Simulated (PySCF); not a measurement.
C₃H₇BFN, SMILES C/C=C/B(N)F.

Geometry optimised at ωB97X-D3(BJ)/def2-SVP. A frequency run showed that this geometry is not a minimum. The structure was generated by enumeration; whether it is a known compound was not checked. Other conformers were not sampled.

Method: B3LYP/def2-TZVP (PySCF).

Symmetry labels are those of the subgroup Cs that the program uses (full group Cs).

Computed valence orbital energies around the gap with their symmetry:
| orbital | symmetry | energy (eV) |
|---|---|---|
| HOMO−7 | A" | -11.83 |
| HOMO−6 | A" | -11.44 |
| HOMO−5 | A' | -11.43 |
| HOMO−4 | A' | -10.97 |
| HOMO−3 | A' | -9.99 |
| HOMO−2 | A' | -8.86 |
| HOMO−1 | A" | -8.26 |
| HOMO | A" | -7.08 |
| LUMO | A" | -0.78 |
| LUMO+1 | A' | 0.55 |
| LUMO+2 | A' | 1.28 |
| LUMO+3 | A' | 1.65 |
